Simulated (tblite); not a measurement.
Record of a relaxation.

Compound: C3H5BrSeSi.
Bonds: C1–C2 (triple), C2–C3, C3–Se4, Se4–Si5, Si5–Br6. Hydrogens: H7 on C1; H8, H9 on C3; H10, H11 on Si5.

Computed with GFN2-xTB (tblite), gas phase: L-BFGS steps from a force-field or distance-geometry start until the largest atomic force falls under 0.01 eV/Å. 14 of its 77 geometries are shown.

Step 0: E = -488.2336 eV, largest atomic force 3.678 eV/Å
```
atom  x, y, z in Å  |  force x, y, z in eV/Å
C1      2.572    0.784    0.703   -2.252  -1.904  -2.198
C2      1.830    0.124   -0.034    2.211   1.450   2.144
C3      0.970   -0.698   -0.872    0.924  -0.756   0.838
Se4    -0.606    0.314   -1.358   -0.759   0.407  -1.010
Si5    -2.216    0.319    0.227   -0.509   0.342   0.533
Br6    -2.445   -1.628    1.333    0.143   0.424  -0.212
H7      3.201    1.373    1.313   -0.210  -0.170  -0.200
H8      1.503   -0.970   -1.811   -0.400   0.238   0.406
H9      0.667   -1.651   -0.353    0.226   0.762  -0.303
H10    -3.565    0.610   -0.339    0.670  -0.296   0.037
H11    -1.907    1.423    1.166   -0.043  -0.496  -0.036
```

Step 6: E = -488.4941 eV, largest atomic force 0.279 eV/Å
```
atom  x, y, z in Å  |  force x, y, z in eV/Å
C1      2.545    0.776    0.683    0.079   0.103   0.113
C2      1.861    0.073   -0.001   -0.260   0.033  -0.097
C3      0.991   -0.694   -0.833   -0.233  -0.016  -0.058
Se4    -0.672    0.319   -1.448    0.129  -0.156   0.056
Si5    -2.213    0.347    0.242    0.159   0.145  -0.160
Br6    -2.417   -1.577    1.312    0.114  -0.065   0.048
H7      3.174    1.353    1.287    0.098   0.063   0.083
H8      1.477   -0.939   -1.777   -0.006   0.006  -0.079
H9      0.673   -1.611   -0.338   -0.176  -0.026   0.045
H10    -3.514    0.573   -0.361    0.017  -0.034  -0.121
H11    -1.897    1.381    1.209    0.079  -0.053   0.170
```

Step 12: E = -488.5360 eV, largest atomic force 0.185 eV/Å
```
atom  x, y, z in Å  |  force x, y, z in eV/Å
C1      2.528    0.779    0.686   -0.057  -0.006  -0.004
C2      1.803    0.102    0.013   -0.018  -0.001   0.015
C3      0.952   -0.691   -0.823   -0.103   0.041  -0.031
Se4    -0.671    0.281   -1.491   -0.124   0.136  -0.015
Si5    -2.168    0.386    0.222    0.031  -0.140   0.046
Br6    -2.348   -1.552    1.303    0.100  -0.019  -0.027
H7      3.175    1.347    1.284   -0.013   0.009   0.009
H8      1.452   -0.930   -1.765    0.069  -0.119   0.084
H9      0.608   -1.598   -0.321    0.010   0.005   0.000
H10    -3.465    0.546   -0.416    0.056   0.076  -0.006
H11    -1.860    1.333    1.283    0.048   0.017  -0.070
```

Step 18: E = -488.5578 eV, largest atomic force 0.144 eV/Å
```
atom  x, y, z in Å  |  force x, y, z in eV/Å
C1      2.493    0.781    0.690   -0.081  -0.024  -0.043
C2      1.748    0.122    0.019    0.072   0.007   0.042
C3      0.903   -0.676   -0.825    0.122  -0.042   0.065
Se4    -0.694    0.309   -1.522    0.110  -0.018  -0.064
Si5    -2.135    0.371    0.224    0.000  -0.047   0.021
Br6    -2.258   -1.575    1.295    0.050   0.011  -0.067
H7      3.159    1.340    1.281   -0.091  -0.026  -0.024
H8      1.456   -0.972   -1.721   -0.069   0.045  -0.027
H9      0.558   -1.578   -0.311   -0.105   0.063   0.046
H10    -3.411    0.568   -0.440   -0.049   0.009   0.092
H11    -1.814    1.313    1.284    0.040   0.020  -0.041
```

Step 23: E = -488.5745 eV, largest atomic force 0.185 eV/Å
```
atom  x, y, z in Å  |  force x, y, z in eV/Å
C1      2.446    0.792    0.695    0.083   0.055   0.078
C2      1.723    0.113    0.026   -0.027  -0.050  -0.051
C3      0.884   -0.681   -0.815   -0.102   0.001  -0.043
Se4    -0.671    0.331   -1.563   -0.077   0.026   0.071
Si5    -2.098    0.353    0.211    0.030   0.151  -0.103
Br6    -2.160   -1.605    1.260    0.015   0.028  -0.066
H7      3.114    1.340    1.284    0.025   0.104   0.093
H8      1.439   -0.997   -1.700   -0.018  -0.114   0.007
H9      0.473   -1.538   -0.276    0.040  -0.071  -0.044
H10    -3.392    0.590   -0.406   -0.011  -0.075   0.097
H11    -1.753    1.307    1.258    0.042  -0.055  -0.038
```

Step 29: E = -488.5909 eV, largest atomic force 0.116 eV/Å
```
atom  x, y, z in Å  |  force x, y, z in eV/Å
C1      2.420    0.799    0.708   -0.024  -0.024  -0.006
C2      1.717    0.104    0.030   -0.035   0.012  -0.012
C3      0.862   -0.686   -0.807    0.005  -0.027  -0.026
Se4    -0.660    0.357   -1.591    0.039   0.009  -0.036
Si5    -2.066    0.377    0.180   -0.027  -0.078   0.082
Br6    -2.077   -1.608    1.194   -0.007   0.064  -0.048
H7      3.064    1.369    1.310   -0.038  -0.004  -0.008
H8      1.405   -1.056   -1.679    0.047   0.004  -0.014
H9      0.424   -1.529   -0.266    0.028  -0.003   0.034
H10    -3.405    0.577   -0.336   -0.036  -0.008  -0.017
H11    -1.679    1.298    1.232    0.048   0.055   0.050
```

Step 35: E = -488.5934 eV, largest atomic force 0.035 eV/Å
```
atom  x, y, z in Å  |  force x, y, z in eV/Å
C1      2.410    0.795    0.709   -0.029   0.001  -0.007
C2      1.708    0.105    0.025    0.016   0.008   0.004
C3      0.861   -0.693   -0.813    0.019   0.003   0.014
Se4    -0.657    0.360   -1.593   -0.008  -0.022   0.004
Si5    -2.065    0.384    0.186    0.021   0.000  -0.004
Br6    -2.072   -1.604    1.180   -0.007  -0.005   0.010
H7      3.046    1.372    1.311   -0.028  -0.006  -0.001
H8      1.414   -1.062   -1.680   -0.016   0.006   0.007
H9      0.428   -1.531   -0.260    0.007  -0.008  -0.033
H10    -3.409    0.572   -0.328    0.020   0.016   0.007
H11    -1.660    1.305    1.236    0.004   0.007   0.000
```

Step 41: E = -488.5961 eV, largest atomic force 0.083 eV/Å
```
atom  x, y, z in Å  |  force x, y, z in eV/Å
C1      2.358    0.807    0.717    0.030   0.011   0.022
C2      1.694    0.100    0.015   -0.032  -0.017   0.051
C3      0.861   -0.706   -0.823   -0.018  -0.024  -0.049
Se4    -0.661    0.335   -1.601    0.003   0.018  -0.076
Si5    -2.031    0.393    0.199   -0.037   0.021   0.008
Br6    -2.061   -1.604    1.170    0.001  -0.010   0.055
H7      2.982    1.385    1.328    0.022   0.059   0.044
H8      1.420   -1.069   -1.685    0.022  -0.020  -0.078
H9      0.432   -1.551   -0.279    0.005  -0.032   0.021
H10    -3.377    0.593   -0.304   -0.011   0.031   0.004
H11    -1.612    1.321    1.238    0.015  -0.037  -0.002
```

Step 47: E = -488.6022 eV, largest atomic force 0.110 eV/Å
```
atom  x, y, z in Å  |  force x, y, z in eV/Å
C1      2.281    0.822    0.735   -0.022  -0.052  -0.025
C2      1.660    0.086    0.020    0.040   0.002  -0.045
C3      0.873   -0.737   -0.853   -0.072   0.047  -0.009
Se4    -0.672    0.289   -1.633    0.053  -0.043   0.064
Si5    -1.986    0.406    0.213   -0.022  -0.058  -0.007
Br6    -2.055   -1.594    1.192    0.012   0.100   0.005
H7      2.864    1.424    1.367   -0.042  -0.016  -0.017
H8      1.440   -1.075   -1.725    0.032   0.060   0.086
H9      0.457   -1.599   -0.323    0.005   0.009  -0.030
H10    -3.334    0.652   -0.262   -0.018   0.016   0.009
H11    -1.525    1.328    1.242    0.033  -0.066  -0.032
```

Step 53: E = -488.6124 eV, largest atomic force 0.162 eV/Å
```
atom  x, y, z in Å  |  force x, y, z in eV/Å
C1      2.094    0.835    0.768   -0.072  -0.065  -0.067
C2      1.587    0.055    0.009    0.028   0.125   0.099
C3      0.881   -0.788   -0.911    0.062  -0.009   0.050
Se4    -0.689    0.181   -1.683   -0.062   0.028  -0.005
Si5    -1.890    0.424    0.229    0.013  -0.006  -0.048
Br6    -2.019   -1.542    1.252   -0.024  -0.017   0.027
H7      2.565    1.493    1.436    0.022  -0.061  -0.020
H8      1.505   -1.058   -1.765   -0.014   0.019  -0.002
H9      0.503   -1.692   -0.424    0.002   0.000  -0.004
H10    -3.236    0.794   -0.163   -0.016  -0.031  -0.007
H11    -1.297    1.300    1.225    0.061   0.016  -0.023
```

Step 58: E = -488.6155 eV, largest atomic force 0.087 eV/Å
```
atom  x, y, z in Å  |  force x, y, z in eV/Å
C1      2.097    0.837    0.772   -0.014  -0.043  -0.032
C2      1.581    0.067    0.012    0.003   0.012   0.086
C3      0.879   -0.783   -0.904   -0.038   0.048  -0.046
Se4    -0.698    0.185   -1.688    0.026  -0.060   0.010
Si5    -1.898    0.418    0.222   -0.014   0.014   0.041
Br6    -2.031   -1.538    1.270   -0.014   0.016  -0.016
H7      2.594    1.478    1.438    0.005  -0.009   0.004
H8      1.506   -1.041   -1.760   -0.013  -0.007  -0.007
H9      0.503   -1.693   -0.424    0.023   0.063  -0.003
H10    -3.248    0.781   -0.173    0.040  -0.027   0.027
H11    -1.279    1.291    1.210   -0.003  -0.007  -0.063
```

Step 64: E = -488.6186 eV, largest atomic force 0.049 eV/Å
```
atom  x, y, z in Å  |  force x, y, z in eV/Å
C1      2.054    0.842    0.786    0.036  -0.011   0.018
C2      1.554    0.066    0.022   -0.008   0.005  -0.048
C3      0.878   -0.780   -0.917   -0.013  -0.011  -0.003
Se4    -0.713    0.148   -1.704   -0.020  -0.014  -0.016
Si5    -1.879    0.415    0.223    0.032  -0.016  -0.005
Br6    -2.039   -1.524    1.293    0.004   0.001   0.000
H7      2.546    1.476    1.461   -0.006   0.003   0.022
H8      1.516   -1.023   -1.769    0.001   0.021   0.020
H9      0.517   -1.700   -0.448    0.002  -0.004   0.009
H10    -3.229    0.795   -0.140   -0.023   0.008  -0.003
H11    -1.201    1.288    1.167   -0.005   0.018   0.005
```

Step 70: E = -488.6195 eV, largest atomic force 0.019 eV/Å
```
atom  x, y, z in Å  |  force x, y, z in eV/Å
C1      2.060    0.833    0.792   -0.006   0.007   0.004
C2      1.547    0.075    0.018    0.001   0.005  -0.002
C3      0.876   -0.776   -0.920    0.013   0.002   0.005
Se4    -0.725    0.128   -1.711   -0.009  -0.004  -0.003
Si5    -1.875    0.412    0.222   -0.015   0.010  -0.005
Br6    -2.049   -1.519    1.306    0.016  -0.001   0.003
H7      2.543    1.470    1.472    0.002  -0.014   0.006
H8      1.520   -1.007   -1.771    0.001  -0.009  -0.011
H9      0.528   -1.700   -0.451    0.003  -0.002   0.003
H10    -3.227    0.796   -0.138   -0.001   0.005   0.003
H11    -1.192    1.292    1.155   -0.005   0.001  -0.002
```

Step 76: E = -488.6199 eV, largest atomic force 0.009 eV/Å
```
atom  x, y, z in Å  |  force x, y, z in eV/Å
C1      2.057    0.832    0.795   -0.005  -0.007  -0.002
C2      1.547    0.080    0.014    0.001  -0.001   0.004
C3      0.877   -0.774   -0.922   -0.005  -0.002  -0.001
Se4    -0.733    0.118   -1.715    0.006   0.005   0.002
Si5    -1.879    0.414    0.219    0.003  -0.003  -0.001
Br6    -2.037   -1.516    1.307    0.004   0.005   0.005
H7      2.542    1.459    1.482   -0.002  -0.001   0.000
H8      1.520   -1.008   -1.774   -0.005   0.004  -0.001
H9      0.533   -1.698   -0.448    0.004  -0.001  -0.002
H10    -3.232    0.800   -0.133    0.002  -0.005  -0.002
H11    -1.191    1.296    1.147   -0.003   0.006  -0.002
```

Q: Summarise the path.

A: The energy falls by 37.27 kJ/mol from step 0 to step 76; nine tenths of that is first reached at step 26. It rises by more than 0.2 meV at step 1. The largest force goes from 3.678 to 0.009 eV/Å. Among the bonds C3–Se4 changes most, from 1.934 to 2.004 Å; the atoms move by 0.435 Å rms after alignment.

What follows is the cost of the whole relaxation. Hardware: an Arm Neoverse N1 with one thread, shared host with 64 logical CPUs at a one-minute load of 61. Cost: 0.9 s.
